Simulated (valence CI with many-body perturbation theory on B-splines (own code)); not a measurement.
# Zn25+: calculated level list

Level of theory: configuration interaction combined with many-body perturbation theory (CI+MBPT): three valence electrons over a frozen Dirac-Fock core [He], radial functions for each j: 11 s, 11 p, 9 d, 7 f, 5 g, 2 h, 1 i, with the one-electron correlation potential Σ1, the two-electron term Σ2, the three-electron term Σ3, Breit, model QED; selected CI, second order for the rest (own B-spline code, finite nucleus).

No measured levels were compared; by estimate levels of excited configurations hold to 0.05 to 0.15 % of their energy, terms of the ground configuration to about 0.5 %.

Levels 46 to 89 of 89, with energies above the lowest level, (2s^2 2p1/2) J=1/2. "Leading %" is the weight of the configuration and term that name the level; weights of strongly mixed levels are sums over their largest components and can fall short. In the jj column 3d3/2^4 stands for four electrons in 3d with j = 3/2.

```tsv
No.	Configuration	Term	J	E (eV)	Leading %	Leading jj	Second component
46	2s.2p.3d	2D°	3/2	1518.4	51	2s 2p1/2 3d5/2 (31 %)	22 % 2s.2p.3s 2P°
47	2s.2p.3p	2S	1/2	1519.1	75	2s 2p3/2 3p3/2 (88 %)	13 % 2s.2p.3p 2P
48	2s.2p.3d	2F°	5/2	1519.7	55	2s 2p1/2 3d5/2 (65 %)	22 % 2s.2p.3d 2D°
49	2s.2p.3d	4F°	9/2	1527.4	100	2s 2p3/2 3d5/2 (100 %)	
50	2s.2p.3d	4D°	7/2	1530.9	70	2s 2p3/2 3d5/2 (55 %)	27 % 2s.2p.3d 4F°
51	2s.2p.3d	4D°	5/2	1531.9	54	2s 2p3/2 3d3/2 (87 %)	19 % 2s.2p.3d 4P°
52	2s.2p.3d	4P°	3/2	1533.2	62	2s 2p3/2 3d3/2 (89 %)	33 % 2s.2p.3d 4D°
53	2s.2p.3d	4P°	1/2	1533.8	90	2s 2p3/2 3d3/2 (96 %)	9 % 2s.2p.3d 4D°
54	2s.2p.3d	2D°	5/2	1537.1	43	2s 2p3/2 3d5/2 (88 %)	28 % 2s.2p.3d 2F°
55	2s.2p.3p	2P	1/2	1541.0	66	2s 2p3/2 3p1/2 (60 %)	12 % 2p2.3s 2P
56	2s.2p.3d	2P°	3/2	1542.2	62	2s 2p3/2 3d5/2 (81 %)	24 % 2s.2p.3d 2D°
57	2s.2p.3p	2D	3/2	1542.4	69	2s 2p3/2 3p1/2 (83 %)	23 % 2s.2p.3p 2P
58	2p2.3s	4P	1/2	1545.0	59	2p1/2^2 3s (64 %)	12 % 2s.2p.3p 2S
59	2s.2p.3d	2F°	7/2	1545.8	95	2s 2p3/2 3d3/2 (50 %)	4 % 2s.2p.3d 4D°
60	2s.2p.3p	2D	5/2	1547.4	89	2s 2p3/2 3p3/2 (78 %)	
61	2s.2p.3d	2P°	1/2	1548.8	91	2s 2p3/2 3d5/2 (93 %)	6 % 2s.2p.3d 4D°
62	2s.2p.3p	2P	3/2	1549.7	61	2s 2p3/2 3p3/2 (79 %)	26 % 2s.2p.3p 2D
63	2s.2p.3p	2S	1/2	1555.5	73	2s 2p3/2 3p3/2 (72 %)	11 % 2s.2p.3p 2P
64	2p2.3s	4P	3/2	1562.4	92	2p1/2 2p3/2 3s (94 %)	
65	2p2.3p	4D°	1/2	1564.9	51	2p1/2^2 3p1/2 (87 %)	22 % 2p2.3p 2P°
66	2p2.3s	4P	5/2	1570.2	66	2p1/2 2p3/2 3s (83 %)	30 % 2p2.3s 2D
67	2p2.3s	2P	1/2	1570.3	73	2p1/2 2p3/2 3s (84 %)	14 % 2p2.3s 4P
68	2s.2p.3d	2F°	7/2	1571.2	91	2s 2p3/2 3d5/2 (80 %)	
69	2s.2p.3d	2F°	5/2	1571.3	85	2s 2p3/2 3d3/2 (84 %)	5 % 2s.2p.3d 2D°
70	2s.2p.3d	2D°	3/2	1572.5	89	2s 2p3/2 3d3/2 (74 %)	6 % 2s.2p.3d 2P°
71	2p2.3p	4D°	3/2	1575.2	41	2p1/2^2 3p3/2 (69 %)	22 % 2p2.3p 4P°
72	2s.2p.3d	2D°	5/2	1575.5	87	2s 2p3/2 3d5/2 (86 %)	9 % 2s.2p.3d 2F°
73	2p2.3s	2D	3/2	1576.5	49	2p1/2 2p3/2 3s (89 %)	42 % 2p2.3s 2P
74	2s.2p.3d	2P°	1/2	1577.1	93	2s 2p3/2 3d3/2 (80 %)	
75	2s.2p.3d	2P°	3/2	1579.6	81	2s 2p3/2 3d5/2 (65 %)	12 % 2p2.3p 4D°
76	2p2.3p	2S°	1/2	1582.2	37	2p1/2 2p3/2 3p1/2 (93 %)	31 % 2p2.3p 4D°
77	2p2.3p	4D°	3/2	1586.2	35	2p1/2 2p3/2 3p1/2 (85 %)	34 % 2p2.3p 2D°
78	2p2.3p	4D°	5/2	1590.6	76	2p1/2 2p3/2 3p1/2 (50 %)	12 % 2p2.3p 2F°
79	2p2.3p	4P°	5/2	1592.5	46	2p1/2 2p3/2 3p3/2 (63 %)	39 % 2p2.3p 2D°
80	2p2.3p	4P°	1/2	1593.6	54	2p1/2 2p3/2 3p3/2 (90 %)	23 % 2p2.3p 2S°
81	2p2.3d	4F	3/2	1593.8	57	2p1/2^2 3d3/2 (87 %)	13 % 2p2.3d 4D
82	2p2.3p	2D°	3/2	1596.3	52	2p1/2 2p3/2 3p3/2 (96 %)	30 % 2p2.3p 4P°
83	2p2.3s	2D	5/2	1598.1	64	2p3/2^2 3s (86 %)	32 % 2p2.3s 4P
84	2p2.3p	4D°	7/2	1599.0	66	2p1/2 2p3/2 3p3/2 (86 %)	31 % 2p2.3p 2F°
85	2p2.3d	4F	5/2	1599.2	40	2p1/2^2 3d5/2 (79 %)	27 % 2p2.3d 4D
86	2p2.3s	2D	3/2	1602.0	46	2p3/2^2 3s (92 %)	44 % 2p2.3s 2P
87	2p2.3p	4S°	3/2	1603.2	60	2p1/2 2p3/2 3p1/2 (60 %)	26 % 2p2.3p 2P°
88	2p2.3p	2P°	3/2	1605.2	63	2p1/2 2p3/2 3p3/2 (62 %)	18 % 2p2.3p 2D°
89	2p2.3p	2F°	5/2	1607.5	36	2p1/2 2p3/2 3p3/2 (72 %)	26 % 2p2.3p 4P°
```
